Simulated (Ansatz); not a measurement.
```xyz
11

F     0.807    2.791   -0.271
C     0.325    1.535   -0.626
Si    0.332    0.359    0.864
B    -0.362   -1.469    0.390
S    -0.889   -1.790   -1.263
H    -0.688    1.662   -1.025
H     0.952    1.149   -1.437
H     1.724    0.242    1.381
H    -0.512    0.943    1.944
H    -0.424   -2.341    1.201
H    -1.265   -3.079   -1.159
```

Charge 0, multiplicity 1.

List the PBE/def2-TZVPP orbital energies in eV (Ansatz 0.2.0). (Estimate.)

Computed: Occupied: -2396.59, -1779.28, -659.56, -270.60, -209.55, -177.75, -155.69, -155.55, -155.55, -137.08, -93.81, -93.80, -93.79, -29.60, -19.09, -17.09, -13.49, -12.03, -11.85, -11.65, -10.84, -10.08, -8.55, -8.28, -7.85, -7.57, -7.52, -6.79. Lowest empty: -2.83, -1.06, -0.15, 0.30, 0.94, 1.21, 1.35, 1.53.
